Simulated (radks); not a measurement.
Values are calculated unless marked as measured or tabulated.
Ionisation ladder of praseodymium, from Pr44+ to Pr58+. Each ion is in the ground configuration listed by NIST, and IE = E(next ion) - E(this ion), with E = 0 for the bare nucleus. Level of theory: Dirac Kohn-Sham, exchange-only PBE, spin-unpolarised, spherical densities, finite nucleus; open shells fill j = l - 1/2 first; Fermi nuclear charge, rms radius 4.8919 fm (a radial shooting solver on a logarithmic mesh with Libxc functionals).

species  configuration  IE, Delta-SCF (eV)  <r> HOMO (bohr)  IE, NIST (eV)    kind  error (eV)
Pr44+     [Ne] 3s2 3p3              3514.1            0.243           3512  theory        +2.1
Pr45+     [Ne] 3s2 3p2              3738.2            0.232           3729  theory        +9.2
Pr46+     [Ne] 3s2 3p1              3837.1            0.231           3832  theory        +5.1
Pr47+         [Ne] 3s2              4045.1            0.243           4030  theory       +15.1
Pr48+         [Ne] 3s1              4137.6            0.242           4130  theory        +7.6
Pr49+             [Ne]              9392.7           0.0902           9378  theory       +14.7
Pr50+     [He] 2s2 2p5              9652.4           0.0895           9632  theory       +20.4
Pr51+     [He] 2s2 2p4              9913.9           0.0889           9913  theory        +0.9
Pr52+     [He] 2s2 2p3             10176.9           0.0882          10175  theory        +1.9
Pr53+     [He] 2s2 2p2             10987.9           0.0819          10959  theory       +28.9
Pr54+     [He] 2s2 2p1             11271.3           0.0812          11262  theory        +9.3
Pr55+         [He] 2s2             11679.9           0.0972          11641  theory       +38.9
Pr56+         [He] 2s1             11902.5           0.0968        11895.9  theory        +6.7
Pr57+             [He]               48786           0.0240        48571.7  theory      +214.8
Pr58+              1s1               49684           0.0238        49722.4  theory       -38.1

Reference values: NIST Atomic Spectra Database (exp. = measured, semi-emp. = semi-empirical, theory = theoretical value adopted there). The ionisation energy per charge of the ion left behind rises most, in proportion, at Pr57+ ([He]), from 208.82 to 841.15 eV. Spin polarisation and multiplet splitting are left out, so open shells lie too high by an amount that depends on their filling.

Beside tabulated values, note that spin-unpolarised runs miss the spin-polarisation part of the exchange energy of open shells.
